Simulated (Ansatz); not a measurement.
Ansatz (a first-principles code) input (B3LYP/6-31G* with LANL2DZ past Ar): The .json file joins the Basis Set Exchange's 6-31G* for atoms up to Ar and LANL2DZ past it.

Ansatz 0.2 input:
```yaml
crystal:
  periodic: [false, false, false]
  atoms:
    - {symbol: Si, position_ang: [-1.39887300, -0.16414800, 0.47656900]}
    - {symbol: Ge, position_ang: [0.71829400, 0.06818900, -0.28933900]}
    - {symbol: H, position_ang: [-2.04104600, 0.15862200, 1.79913000]}
    - {symbol: H, position_ang: [-2.52328300, -0.73141700, -0.34729800]}
    - {symbol: H, position_ang: [1.16315400, 0.68882100, 1.13506000]}
basis:
  gaussian:
    orbitals: 6-31Gs+LANL2DZ.json
hamiltonian:
  xc: {name: B3LYP}
total_charge: -1
relax: {f_tol: 0.003, max_steps: 120}
```

From the output:

```
these checks for a lower state are left out or cut short: starts, cluster_reference, orbital_swaps, neighbouring_geometries, increment
integrals: 0.01 GiB planned
417 factors; integrals over basis functions are off by at most 3.6e-4 eV
mean field: 0.08 GiB planned
mean field -8028.82702941 eV, -295.0539511964 hartree, gradient 6.8e-6 eV, S^2 0.000000; 0 other end points of the search recorded, 0 dependent functions left out
the calculation of the forces begins
reference -8028.82723466 eV, -295.0539587393 hartree; 11, 11 occupied and 22, 22 virtual orbitals, 417 factors
relax step   5: F+E_penalty+E_count = -8028.82702941 eV  Δ(F+E_penalty+E_count) = -4.050e-5 eV  max|allowed force component| = 3.591e-3 eV/Å  Δτ_max = 0.0049 Å  (21 SCF iters, accepted)
these checks for a lower state are left out or cut short: starts, cluster_reference, orbital_swaps, neighbouring_geometries, increment
integrals: 0.01 GiB planned
417 factors; integrals over basis functions are off by at most 3.6e-4 eV
mean field: 0.08 GiB planned
mean field -8028.82703343 eV, -295.0539513442 hartree, gradient 2.3e-5 eV, S^2 0.000000; 0 other end points of the search recorded, 0 dependent functions left out
the calculation of the forces begins
reference -8028.82723870 eV, -295.0539588878 hartree; 11, 11 occupied and 22, 22 virtual orbitals, 417 factors
relax step   6: F+E_penalty+E_count = -8028.82703343 eV  Δ(F+E_penalty+E_count) = -4.021e-6 eV  max|allowed force component| = 3.447e-4 eV/Å  Δτ_max = 0.0016 Å  (17 SCF iters, accepted)
integrals: 0.01 GiB planned
417 factors; integrals over basis functions are off by at most 3.6e-4 eV
mean field: 0.08 GiB planned
mean field evaluation 64: about -8028.8270 eV, gradient 2.3e-5 eV
mean field -8028.82703343 eV, -295.0539513442 hartree, gradient 2.3e-5 eV, S^2 0.000000; 1 other end points of the search recorded, 0 dependent functions left out
the calculation of the forces begins
reference -8028.82723870 eV, -295.0539588878 hartree; 11, 11 occupied and 22, 22 virtual orbitals, 417 factors
Total energy: -8028.82723870 eV, -295.0539588878 hartree
Atom 0 at    -1.419104    -0.164427     0.489270 Å, force     0.000194     0.000025    -0.000060 eV/Å
Atom 1 at     0.726620     0.069120    -0.292304 Å, force    -0.000345    -0.000122    -0.000110 eV/Å
Atom 2 at    -2.093921     0.149099     1.807944 Å, force    -0.000020    -0.000002     0.000007 eV/Å
Atom 3 at    -2.531295    -0.737238    -0.358100 Å, force    -0.000014    -0.000020    -0.000048 eV/Å
Atom 4 at     1.235946     0.703513     1.127312 Å, force     0.000184     0.000120     0.000210 eV/Å
Dipole moment:     0.173842     0.009459    -0.089556 e Å
```

The dipole moment of an ion depends on the origin.

The geometry given is a B3LYP-D3(BJ)/def2-TZVP minimum.
